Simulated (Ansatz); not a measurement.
Basis sets compared for Al3Ni (the lowest doublet isomer of a short search). The state is a doublet with charge 0. Geometry r2SCAN-D4/def2-SVP. Ansatz on 2 threads of Arm Neoverse V2 on a shared host; times are rough, and most runs start from earlier orbitals.

Cartesian coordinates in Å:
```
Ni -0.811 -0.844 -0.266
Al -0.231 1.132 -1.086
Al -0.358 0.446 1.479
Al 1.400 -0.734 -0.127
```

The structure comes from a short search, and lower isomers may exist.

Binding counts from free atoms (Ni triplet, Al doublet) in the same basis, without a counterpoise term.

| level | functions | energy (Eh) | HOMO (eV) | LUMO (eV) | binding per atom (eV) | wall time |
| --- | --- | --- | --- | --- | --- | --- |
| PBE-D4/def2-SVP | 85 | -2234.5610 | -3.88 | -3.31 | 2.36 | 2.5 s |
| PBE-D4/def2-TZVP | 156 | -2235.0521 | -3.90 | -3.31 | 2.25 | 4.2 s |
| r2SCAN-D4/def2-TZVP | 156 | -2235.5646 | -4.12 | -3.23 | 2.16 | 14 s |
| PBE0-D4/def2-SVP | 85 | -2234.5695 | -4.71 | -2.69 | 1.82 | 5.5 s |
| PBE0-D4/def2-TZVP | 156 | -2235.0529 | -4.71 | -2.66 | 1.81 | 8.5 s |

Problem. Estimate the rows for PBE-D4/def2-TZVPD, r2SCAN-D4/def2-TZVPD, PBE0-D4/def2-TZVPD.

Solution. 
```tsv
level	functions	energy (Eh)	HOMO (eV)	LUMO (eV)	binding per atom (eV)	wall time
PBE-D4/def2-TZVPD	177	-2235.0527	-3.91	-3.33	2.25	6.5 s
r2SCAN-D4/def2-TZVPD	177	-2235.5651	-4.13	-3.23	2.16	19 s
PBE0-D4/def2-TZVPD	177	-2235.0535	-4.71	-2.67	1.81	12 s
```
